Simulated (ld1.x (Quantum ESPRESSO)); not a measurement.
Ranking RRKJ potentials for silicon

All share these settings but for the change named:

* Element: Si
* Generator: ld1.x (Quantum ESPRESSO) 7.5
* Type: norm-conserving RRKJ (Kleinman–Bylander form)
* Functional: PBE
* Relativity: scalar-relativistic
* Frozen core: [Ne]
* Valence charge: 4
* Reference configuration: 3s1.5 3p2.5
* Partial waves: 3s (bound): rc 1.70 bohr; 3p (bound): rc 1.50 bohr
* Local potential: all-electron potential smoothed inside 1.70 bohr (lloc = -1)
* Core correction: Bessel-smoothed model core inside 0.75 bohr
* rho0: 0.02

Test errors are all-electron minus pseudo excitation energies from the reference, over 3s2 3p2; 3s2 3p1; 3s2 3p0; 3s2 3p2.3; 3s1 3p3; 3s1 3p0; 3s2 3p1.5. None of these files shows a bound ghost.

The base gives 55.8 meV.

Of 6 variants that were run, those that failed, showed a ghost or another fault, or gave nearly equal values are left out.

A variant can come out equal or close to the base, since the largest error may sit in a test that the change hardly touches while other tests move.

**Question.** Rank these variants by their largest absolute test error, smallest first.
A. wave 3p (bound): rc 1.50 bohr becomes 3p (bound): rc 2.14 bohr
B. local potential the s channel
C. all radii but the core radius scaled by about 1.22 (s 2.08, p 1.82 bohr); local potential all-electron potential smoothed inside 2.08 bohr (lloc = -1)
D. local potential all-electron potential smoothed inside 1.92 bohr (lloc = -1)
E. functional LDA (PZ)

**Answer.** B (37.2 meV), D (52.3 meV), E (59.1 meV), C (74.3 meV), A (99.1 meV).
